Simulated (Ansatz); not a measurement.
Species: YO2, charge 0, multiplicity 2. The spin state was set by rule; other spins were not relaxed. 
Geometry from a B3LYP-D3(BJ)/def2-TZVP (Ansatz, a first-principles code) optimisation:
```xyz
3

Y      0.1316    -0.1384     0.1678
O      1.0697     0.4829    -1.3791
O     -1.7111     0.1919     0.5612
```
Charge 0, spin multiplicity 2.

Total electronic energies in hartree. Valence correlation only, unless marked. Open shells are spin-unrestricted. No spin-orbit coupling. Frozen are the shells of the preceding noble gas and the d and f shells that filled before the atom's block. In def2 rows, elements after Kr have scalar-relativistic effective core potentials. Basis-set limits of correlation are two-point, X^-3; Hartree-Fock from the larger set. [CCSD(T)-MP2]/basis is that difference in the basis named.

The T1 diagnostic of CCSD in the largest basis is 0.061, which is high, so the coupled-cluster rows are less sure than usual.

```tsv
level	program	energy (Eh)
HF/def2-QZVPPD	Ansatz	-187.66119
PBE-D3(BJ)/def2-TZVPD	Ansatz + dftd3	-188.69583
r2SCAN/def2-TZVPD	Ansatz	-188.77693
PBE0-D4/def2-TZVP	Ansatz + dftd4	-188.64835
HSE06-D3(BJ)/def2-TZVPD	Ansatz + dftd3	-188.64258
HSE06/def2-TZVPD	Ansatz	-188.64122
LC-wPBE/def2-TZVPD	Ansatz	-188.72565
RI-MP2/def2-TZVPP	Ansatz	-188.17325
RI-MP2/CBS(def2-TZVPPD,def2-QZVPPD)+[CCSD(T)-MP2]/def2-TZVPPD	Ansatz	-188.2769
```

Totals of different functionals don't rank their quality; only differences between species are comparable.
